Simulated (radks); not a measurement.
Values are calculated unless marked as measured or tabulated.
Dynamic dipole polarisability and lines of the nitrogen ion N3+, [He] 2s2. Code: a radial shooting solver on a logarithmic mesh with Libxc functionals. Model: scalar-relativistic Kohn-Sham, LDA (Slater exchange, Perdew-Wang correlation), spin-polarised, spherical densities, finite nucleus; Fermi nuclear charge, rms radius of each element as measured or else 0.836 A^(1/3) + 0.57 fm. Time-dependent linear response with the Hartree and adiabatic LDA kernel, continuum included through the Sternheimer equations, no spin-orbit coupling, so fine structure and intercombination lines are absent. Lines are the poles of the dipole polarisability below minus the highest occupied eigenvalue, found on a grid refined at the orbital gaps; the lowest seven at most are given, and weak or close lines can be missed. The first line takes the name of the lowest orbital gap if no other gap lies below it; otherwise a line is named after a gap within 0.6 % of it, if that gap stands alone.

photon energy (eV)  alpha (bohr^3)
0                            2.102
3.339                        2.202
7.791                        2.813
12.242                       5.953
16.694                      -7.648
21.146                      -1.692
25.598                     -0.7441
30.050                     -0.3500
34.502                     -0.1099
38.953                      0.1041
43.405                      0.4674
47.857                       54.67
52.309                     -0.4692
56.761                      0.2181
61.212                     0.08800

Lines (eV, oscillator strength): 14.976 (82.79 nm, 2s-2p), f = 0.578; 47.902 (25.88 nm, unassigned), f = 0.321; 58.019 (21.37 nm, 2s-4p), f = 0.0840; 61.885 (20.03 nm, 2s-5p), f = 0.0360. Higher lines, where found, are left out when the end of the mesh affects them. Those listed give 97 % of the static polarisability (sum of f/w^2). Orbital energy gaps for comparison: 2s-2p 10.661 eV; 2s-3p 48.272 eV; 2s-4p 58.107 eV; 2s-5p 61.925 eV. At laser wavelengths: 1550 nm 2.107, 1064 nm 2.113, 780 nm 2.124, 532 nm 2.149, 355 nm 2.212, 266 nm 2.308, 193 nm 2.534 bohr^3.
